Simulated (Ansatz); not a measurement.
Vertical ionisation energy (eV) of eight silicon and germanium compounds: PBE beside PBE0, computed with Ansatz (a quantum-chemistry and plane-wave program) for isolated molecules in the bases named; differences from unrounded values. The eight are the first of their class met in an unordered collection, after screening for sound electronic states; none was chosen by its value. Functionals give these values as differences of separate SCF runs (ΔSCF), EOM-CCSD as a root; each molecule has one DFT geometry for both levels.

```
molecule                                                    basis   PBE0   PBE  difference
------------------------------------------------------  ---------  -----  ----  ----------
C₂H₈FNOSi, SMILES CC[Si@](N)(O)F                        def2-SVPD  10.10     ?           ?
C4H10OSi, SMILES C/C=C/OC[SiH3]                         def2-SVPD   8.27  8.15       -0.12
N-silylprop-2-yn-1-amine (C3H7NSi), SMILES C#CCN[SiH3]  def2-SVPD   9.10  8.83       -0.28
GeH₇NSi, SMILES [NH]([GeH3])[SiH3]                      def2-SVPD   9.18     ?           ?
C2H14Si4, SMILES C([SiH3])[SiH2][SiH2]C[SiH3]           def2-SVPD   9.37  9.04       -0.33
C3H10Si, SMILES C[SiH](C)C                              def2-SVPD  10.53     ?           ?
CH6S2Si, SMILES [SiH](S)(S)C                            def2-SVPD   9.30  8.94       -0.37
C3H10OSi2, SMILES O1[C@@H]([SiH2][C@@H]1C)[SiH3]        def2-SVPD   8.98  8.68       -0.30
```

Q: What belongs in the gaps? (An estimate is asked for; the answer gives what the named calculation found.)

A: 
- GeH₇NSi, SMILES [NH]([GeH3])[SiH3], PBE: 8.96
- GeH₇NSi, SMILES [NH]([GeH3])[SiH3], difference: -0.22
- C₂H₈FNOSi, SMILES CC[Si@](N)(O)F, PBE: 9.63
- C₂H₈FNOSi, SMILES CC[Si@](N)(O)F, difference: -0.47
- C3H10Si, SMILES C[SiH](C)C, PBE: 10.14
- C3H10Si, SMILES C[SiH](C)C, difference: -0.38

PBE lies below PBE0 in 8 and above it in 0 of the eight; the mean signed difference is -0.31 and the largest -0.47 eV.
